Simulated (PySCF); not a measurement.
In(H)(Me)2 (C₂H₇In), SMILES [CH3][InH][CH3]. Heavy atoms are numbered as in [InH:1]([CH3:3])[CH3:7]. Hydrogens are named by the atom that carries them.

Coordinates come from a B3LYP-D3(BJ)/def2-SVP optimisation. The def2 effective core potentials stand for the cores of In; spin–orbit coupling is left out.

Computed with ωB97X/def2-TZVPD in PySCF.

Mulliken values depend strongly on the basis, most of all with diffuse functions as here. ESP charges are fitted to the potential on shells at 1.4 to 2.0 van der Waals radii. Atomic charges (e), one atom of each kind:

```json
[
 {"atom": "In1 (InH)", "ESP fit": "[?]", "Mulliken": "0.84"},
 {"atom": "H on In1", "ESP fit": "[?]", "Mulliken": "-0.19"},
 {"atom": "C3 (CH3)", "ESP fit": "[?]", "Mulliken": "-1.01"},
 {"atom": "H on C3", "ESP fit": "[?]", "Mulliken": "0.23"}
]
```

Some entries are withheld; supply them. (Estimate from the structure and the level; the computed values follow.)


- In1 (InH), ESP fit: 0.91
- H on In1, ESP fit: -0.31
- C3 (CH3), ESP fit: -0.79
- H on C3, ESP fit: 0.16
